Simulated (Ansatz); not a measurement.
C2H4GeS (`C1=[CH][GeH2][S]1`), relaxed with RKS PBE-D4/def2-SVP in Ansatz from a rough embedded geometry. The force threshold is 0.03 eV/Å; the program also tests the step.

The species carries charge 0 and has multiplicity 1.

Start:

```xyz
8

C    -1.268   -0.045    0.294
C    -0.296    0.861    0.118
Ge    1.056   -0.447   -0.241
S    -0.663   -1.377   -0.765
H    -2.311    0.070    0.758
H    -0.217    1.925    0.371
H     1.935   -0.054   -1.527
H     1.764   -0.934    0.994
```

```
step  energy (eV)  largest force (eV/Å)  largest move (Å)
   1  -69462.5279                 5.638             0.000
   2  -69463.7015                 1.133             0.194
   3  -69463.9444                 0.708             0.196
   4  -69463.9900                 0.545             0.090
   5  -69464.0240                 0.226             0.136
   6  -69464.0280                 0.040             0.028
   7  -69464.0283                 0.019             0.007
```

End:

```xyz
8

C    -1.306    0.016    0.140
C    -0.267    0.875    0.315
Ge    1.127   -0.363   -0.237
S    -0.810   -1.604   -0.447
H    -2.379    0.213    0.317
H    -0.322    1.914    0.665
H     1.855   -0.126   -1.586
H     2.102   -0.923    0.831
```

It took 20 s on 2 threads of an Intel Xeon Platinum 8259CL on a shared host, with 0.16 GiB of host memory at the peak.
